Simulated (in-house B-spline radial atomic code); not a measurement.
The numbers below are computed, except where a source is named.
Building a PAW d channel for Tc, r_c = 1.39 bohr

Tc, [Kr] 4d5 5s2, non-relativistic LDA (VWN5), spherical and spin-unpolarised, from an all-electron radial atomic-structure program (B-spline basis) (atomic units; all potentials screened as in the neutral atom).

Two all-electron partial waves φ1, φ2 are integrated outwards at E1 = ε(4d) = -0.270263 and E2 = E1 + 1.5 hartree; φ1 is the bound orbital and φ2 has unit norm inside r_c = 1.3941 bohr. Smooth partners are polynomials, r^3(a0 + a1 r² + a2 r⁴ + a3 r⁶), matched to φ and three derivatives at r_c, with no condition on the norm. The local potential is -17.7272 + (21.0878) r² + (-10.6948) r⁴ + (2.02786) r⁶ inside 1.1414 bohr and the all-electron one outside.

```tsv
wave	φ(r_c)	φ'(r_c)	a0	a1	a2	a3
1	0.7993717	-0.163767	1.818558	-1.575128	0.5391928	-0.06796065
2	0.6483559	-2.460125	3.807749	-3.812881	1.352103	-0.1723579
```

Inside r_c the overlaps are <φi φj> = [[0.40738, 0.62013], [0.62013, 1.00000]] and, for the smooth waves, [[0.36461, 0.52697], [0.52697, 0.80022]]. With χj = (Ej − T − V_local) applied to smooth wave j, the program's quadrature gives the matrix B_ij = <smooth i, χj> as [[0.16578, 0.21244], [0.35217, 0.52477]].

Task: Check the match of the first wave, and find the augmentation charges q_ij.

Result: At r_c the four terms are 4.92730, -8.29441, 5.51825, -1.35177, which sum to 0.7994, φ1(r_c) to rounding. q_ij is the all-electron overlap less the smooth one: [[0.04278, 0.09316], [0.09316, 0.19978]]. The smooth first wave has a norm of 0.3646 inside r_c against 0.4074, and q11 > 0 puts back the missing charge.

Task: B isn't symmetric. Show that D_ij = B_ij + Ej q_ij is.

Result: Integrating by parts gives B12 − B21 = (E1 − E2) q12: 0.21244 − (0.35217) = -0.13973, and −1.5 × (0.09316) = -0.13973. So D12 = 0.21244 + (1.229737)(0.09316) = 0.32699 and D21 = 0.35217 + (-0.270263)(0.09316) = 0.32699; D11 = 0.15421, D22 = 0.77045. The projectors, p = (B⁻¹)ᵀ χ, are dual to the smooth waves; det B = 0.012.

Solving (T + V_local + Σ p D p) ψ = E (1 + Σ p q p) ψ in a sphere of 9 bohr gives these levels:

```
all-electron  one projector  two projectors
   -0.270252      -0.270252       -0.270252
    0.106702       0.106529        0.106702
    0.393043       0.391869        0.393042
    0.831510       0.826599        0.831510
    1.411700       1.395990        1.411700
```

Task: What does the second projector gain?

Result: With one projector the errors are 0.00, -0.17, -1.17, -4.91, -15.71 millihartree. With two the errors are 0.00, 0.00, 0.00, 0.00, 0.00 millihartree. The scattering is exact at E1 and at E2 = 1.230, and over all levels compared the largest error is under 0.01 millihartree. The lowest eigenvalue of the overlap operator is 1 with one and 0.9618 with two projectors. The smooth orbital alone needs a cutoff of 24.5 hartree for 1 millihartree of kinetic energy, against 25.1 for a norm-conserving Troullier-Martins orbital of the same radius.
